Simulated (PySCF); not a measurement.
ScF3 (singlet state).
SMILES: `[F][Sc]([F])[F]`

The closed-shell ground state was solved at several levels (PySCF, density fitting, gas phase, non-relativistic). Geometry: PBE0-D3(BJ)/def2-SVP; no solvent, vibrations or thermal averaging.

```csv
level,basis functions,total energy (Eh),HOMO (eV),LUMO (eV),gap (eV),dipole (D)
CAM-B3LYP/def2-SVPD,103,-1060.1616,-12.96,-1.84,11.12,0.04
PBE/pcJ-1 (pcSseg-1 on Sc),126,-1059.9273,-9.16,-3.44,5.72,0.04
PBE/pcSseg-1 (pcSseg-2 on Sc),124,-1060.0141,-9.18,-3.43,5.75,0.03
B3LYP/pcSseg-1 (pcSseg-2 on Sc),124,-1060.5256,-10.91,-2.98,7.93,0.04
```

Problem. What might PBE0/pcSseg-1 (pcSseg-2 on Sc) (124 basis functions) give for the same quantities?

Solution. Total energy -1060.0253 Eh, HOMO -11.23 eV, LUMO -2.55 eV, gap 8.68 eV, dipole 0.04 D.

Problem. Over all these levels, which gives the widest orbital gap and which the narrowest?

Solution. CAM-B3LYP/def2-SVPD (range-separated hybrid) has the widest, 11.12 eV, and PBE/pcJ-1 (pcSseg-1 on Sc) (GGA) the narrowest, 5.72 eV. Functional and basis both differ between the two, so the spread mixes both effects.

Problem. In the pcSseg-1 (pcSseg-2 on Sc) basis, how does the gap go with the fixed share of exact exchange?

Solution. PBE (0 %) 5.75 eV; B3LYP (20 %) 7.93 eV; PBE0 (25 %) 8.68 eV. Each rise in the share widens the gap here.

Problem. How far do the dipole and the HOMO energy spread over the levels?

Solution. The dipole runs from 0.03 to 0.04 D (mean 0.04 D) and the HOMO from -12.96 to -9.16 eV.
